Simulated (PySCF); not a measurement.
A calculated (wB97X-V, PySCF 2.14, aug-cc-pVQZ with one added diffuse shell each of s, p, d, f, g type, the non-relativistic Hamiltonian (point nucleus)) atom or ion has these occupied shells.

```tsv
shell	electrons	orbital energy (eV)	rms radius, mean of both spins (bohr)
1s α	1	-722.79	0.204
1s β	1	-719.84	0.204
2s α	1	-76.969	0.993
2p α	3	-56.723	1.01
2p β	1	-50.089	1.01
```

(1) Name the element and its charge.

## Answers

(1) F²⁺ (fluorine, charge +2), in [He] 2s1 2p4, high-spin 4P determinant (an excited configuration).
